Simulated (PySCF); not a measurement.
C5H7F, SMILES C=C(F)/C=C/C. Coordinates come from a r2SCAN-D4/def2-SVP optimisation. One conformer was computed; it need not be the lowest.

Computed with PySCF 2.14.0 with r2SCAN-D4/def2-SVP.

Harmonic wavenumbers (cm⁻¹): 132, 184, 192, 220, 377, 427, 589, 609, 724, 812, 835, 876, 943, 979, 989, 1042, 1127, 1266, 1307, 1349, 1382, 1389, 1445, 1456, 1682, 1735, 3018, 3091, 3135, 3162, 3167, 3179, 3293. Rotational constants (GHz): 9.171, 1.913, 1.599; symmetry number 1.

### Question
Work out the zero-point energy and the ideal-gas rigid-rotor harmonic-oscillator thermochemistry at 298.15 K and 1 atm.

### Answer
ZPE = ½ Σ hcν = ½ × 46112 cm⁻¹ = 65.92 kcal/mol. H − E(el) = 70.71 kcal/mol. Entropy in cal/(mol K): translation 39.27, rotation 26.84, vibration 13.61, total 79.73. G − E(el) = 46.94 kcal/mol. Cp = 25.67 cal/(mol K). Modes under 150 cm⁻¹ make the vibrational entropy uncertain.
